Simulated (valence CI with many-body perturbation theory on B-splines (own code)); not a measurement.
Tm18+: key properties

Calculated by relativistic CI+MBPT: five valence electrons over a frozen Dirac-Fock core [Kr] 4d10, radial functions for each j: 7 s, 7 p, 7 d, 7 f, 4 g, 2 h, with the one-electron correlation potential Σ1 (screened to all orders), the two-electron term Σ2, the three-electron term Σ3, Breit, model QED; selected single and double excitations, second order for the rest (own B-spline code, finite nucleus).

No measured levels were compared; by estimate terms of the open shell hold to a few per cent of their energy, and close levels can change places. Core correlation moves these levels by up to 3700 cm⁻¹, and in measured spectra 5 to 20 % of such shifts remained as error; rates that hang on mixing are uncertain with them. Among the levels kept, up to 1100 cm⁻¹ of a level comes from second order outside the variational space, and about a tenth of that is noise between levels of different J, which matters for small intervals. Only levels of the ground parity were solved; by the run's estimate the other parity begins above the list, which can be wrong where configurations are misplaced.

Rates and lifetimes use the calculated energies. Strong lines usually hold to 10 to 20 %, long lifetimes can be off by a factor of two.

Task: What is the ground level?

Result: 4f5 6H°_5/2, composition 86 % 4f5 6H° + 12 % 4f5 4G°, g = 0.329.

Task: How well does LS coupling describe the low levels?

Result: Among the lowest 20 levels the leading LS term, summed over configurations, holds 77 % on average. For single configurations the figures are 77 % in LS and 48 % in jj coupling. Terms mix most in the J = 13/2 level at 5.327 eV, where the leading one holds 34 %.

Task: What is the ionisation energy?

Result: 443.31 eV; NIST lists 460 ± 24 eV (theoretical).

Task: How is the term 6H° of the ground level split?

Result: J = 5/2 at 0.0000, J = 7/2 at 0.5474, J = 9/2 at 1.115, J = 11/2 at 1.673, J = 13/2 at 2.205, J = 15/2 at 2.692 eV.

Task: Name the longest-lived excited levels whose lifetime is computed, and their main decay.

Result: 4f5 6F°_1/2 at 1.911 eV lives 576 s, mostly by E2 to 4f5 6H°_5/2.
